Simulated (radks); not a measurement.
Species: Os2+. Configuration: [Xe] 4f14 5d5.5 6p0.5 (fractional occupations, a model configuration). Method: Dirac Kohn-Sham, PBE, spin-unpolarised, spherical densities, point nucleus; open shells are shared between the two j in proportion to 2j + 1; computed with a radial shooting solver on a logarithmic mesh with Libxc functionals.

Spin-orbit splittings of the eigenvalues, e(l+1/2) - e(l-1/2), with zeta = 2 splitting/(2l+1) and mean radii in bohr:

| shell | occ. | splitting (eV) | zeta (eV) | <r> j=l-1/2 | <r> j=l+1/2 |
|---|---|---|---|---|---|
| 2p | 6 | 1531 | 1021 | 0.06130 | 0.06950 |
| 3p | 6 | 334.0 | 222.6 | 0.1835 | 0.1986 |
| 3d | 10 | 72.33 | 28.93 | 0.1734 | 0.1781 |
| 4p | 6 | ? | ? | 0.4357 | 0.4693 |
| 4d | 10 | 14.53 | 5.811 | 0.4825 | 0.4938 |
| 4f | 14 | 2.806 | 0.8017 | 0.5523 | 0.5604 |
| 5p | 6 | 12.30 | 8.197 | 1.097 | 1.195 |
| 5d | 5.5 | 1.190 | 0.4761 | 1.637 | 1.690 |
| 6p | 0.5 | 1.347 | 0.8978 | 3.093 | 3.339 |

Estimate the 4p splitting.

Answer. 78.44 eV (zeta = 52.29 eV).
